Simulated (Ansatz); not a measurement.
Reaction (ligand exchange at the Si–S bond): `FC(F)(F)S[SiH3]` + `C[SiH](F)S` → `C[SiH](F)S[SiH3]` + `FC(F)(F)S`

Isolated molecules relaxed with PBE0-D4/def2-TZVP in Ansatz; ΔE leaves out vibrations. CBS: MP2 limit from def2 TZ/QZ plus the TZ coupled-cluster correction, frozen cores. Functionals use def2-TZVPP. B3LYP here is the variant with VWN-RPA as its local correlation; programs differ in this. One conformer a species, not always the lowest.

```
         level  ΔE (kJ/mol)  difference from CCSD(T)/CBS
   LDA (SPW92)         -3.8                          2.7
     revPBE-D4         -6.4                          0.1
       BLYP-D4         -5.1                          1.4
       PBE0-D4         -7.0                         -0.5
      B3LYP-D4         -6.2                          0.3
  CAM-B3LYP-D4         -5.4                          1.1
        revPBE         -2.6                          3.9
        r2SCAN         -4.7                          1.8
         B3LYP         -2.6                          3.9
     CAM-B3LYP         -3.1                          3.4
       LC-ωPBE         -5.5                          1.0
 CCSD/def2-SVP         -7.8                         -1.3
MP2/def2-TZVPP         -8.1                         -1.6
 HF/def2-QZVPP         -5.4                          1.1
MP2/def2-QZVPP         -8.1                         -1.6
CCSD/CBS(def2)         -6.4                          0.1
   CCSD(T)/CBS         -6.5                            0
```

Largest T1 diagnostic among the species: 0.012.

From BLYP to BHLYP (50 % exact exchange), in def2-TZVPP and without D4, ΔE moves by −3.5 kJ/mol. Leaving LDA and LC-ωPBE aside and taking each functional with its dispersion term where it has one, the values, not all of them listed here, spread over 3.6 kJ/mol, from BHLYP-D4 to B2PLYP.

CCSD(T)/CBS has its own doubt, a few kJ/mol and more with outer-core shells, so smaller differences from it don't rank the levels.
